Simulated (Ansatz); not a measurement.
Input file for Ansatz (a program for electronic structure): R-wB97X-V/def2-TZVPP on Br4Ti (SMILES [Br][Ti]([Br])([Br])[Br]).

Ansatz 0.2 input:
```yaml
crystal:
  periodic: [false, false, false]
  atoms:
    - {symbol: Ti, position_ang: [0.00001542, -0.00002458, -0.00000608]}
    - {symbol: Br, position_ang: [1.35169300, 1.33248978, 1.35169618]}
    - {symbol: Br, position_ang: [1.33907971, -1.35076506, -1.34655315]}
    - {symbol: Br, position_ang: [-1.33368892, 1.35798451, -1.34453135]}
    - {symbol: Br, position_ang: [-1.35709921, -1.33978466, 1.33949441]}
basis:
  gaussian:
    orbitals: def2-TZVPP
hamiltonian:
  xc: {name: wB97X-V}
scf: {lower_state_search: off}
```

### Question
Give the final energy of this run.

### Answer
-11145.2794 hartree.

### Question
How many basis functions does it have, and what does it roughly cost on one machine?

### Answer
256 functions; very roughly 30 core-seconds.
